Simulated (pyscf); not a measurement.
# HB=O, singlet

Gas-phase minimum from PySCF at ωB97X-D3(BJ)/def2-SVP, one conformer. 

```
B
O 1 1.2010
H 1 1.1851 2 179.98
```
Charge 0, spin multiplicity 1.

Properties at ωB97X-D3(BJ)/def2-SVP:

```json
{
  "harmonic_wavenumbers_unscaled": "776, 776, 1912, 2892 cm⁻¹",
  "zero_point_energy": "9.1 kcal/mol",
  "rotational_symmetry_number": "1",
  "Entropy of this conformer at 298 K and 1 atm, rigid rotor and harmonic oscillator, modes under 100 cm⁻¹ raised to 100": "202.5 J/(mol K)",
  "dipole_moment": "2.55 D"
}
```

Single-point totals, which compare only within one level (frozen core for MP2 and CC):

```json
[
 {"level": "ωB97X-D3(BJ)/def2-TZVP", "total energy (hartree)": "-100.77620"},
 {"level": "PBE/def2-TZVP", "total energy (hartree)": "-100.62871"},
 {"level": "r²SCAN/def2-TZVP", "total energy (hartree)": "-100.69317"},
 {"level": "B3LYP-D3(BJ)/def2-TZVP", "total energy (hartree)": "-100.75933"},
 {"level": "PBE0-D3(BJ)/def2-TZVP", "total energy (hartree)": "-100.62928"},
 {"level": "M06-2X/def2-TZVP", "total energy (hartree)": "-100.71131"},
 {"level": "ωB97M-D3(BJ)/def2-TZVP", "total energy (hartree)": "-100.77876"},
 {"level": "HF/def2-TZVPP", "total energy (hartree)": "-100.20796"},
 {"level": "MP2/def2-TZVPP", "total energy (hartree)": "-100.53724"},
 {"level": "CCSD/def2-TZVPP", "total energy (hartree)": "-100.54099"},
 {"level": "CCSD(T)/def2-TZVPP", "total energy (hartree)": "-100.55540"}
]
```

The CCSD(T) − MP2 part came from Ansatz, without density fitting, on the same reference.
